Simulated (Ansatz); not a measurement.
Gas-phase electronic energies from Ansatz, PBE0-D4/def2-TZVP geometries. CBS: MP2 limit from def2 TZ/QZ plus the TZ coupled-cluster correction, frozen cores. This one scheme is used for every species. Functionals use def2-TZVPP. B3LYP here is the variant with VWN-RPA as its local correlation; programs differ in this. Each species was taken in one conformer, which may not be the lowest.

Consider the redistribution: `C=C[SiH2]BN` + `N[SiH2][SiH3]` → `NB[SiH2][SiH3]` + `C=C[SiH2]N`.

(1) Is it downhill or uphill in electronic energy at CCSD(T)/CBS, and by how much? (An estimate is asked.)

(2) What do these levels give: B3LYP-D4, PBE, SCS-MP2/def2-TZVPP, HF/def2-QZVPP, MP2/def2-QZVPP, CCSD/CBS(def2)? (An estimate is asked.)

Largest T1 diagnostic among the species: 0.014.

## Answers

(1) Ansatz gave: Downhill: ΔE = -4.8 kcal/mol.

(2) The calculation gave: B3LYP-D4 -4.7, PBE -4.7, SCS-MP2/def2-TZVPP -4.6, HF/def2-QZVPP -4.3, MP2/def2-QZVPP -5.0, CCSD/CBS(def2) -4.7 kcal/mol.
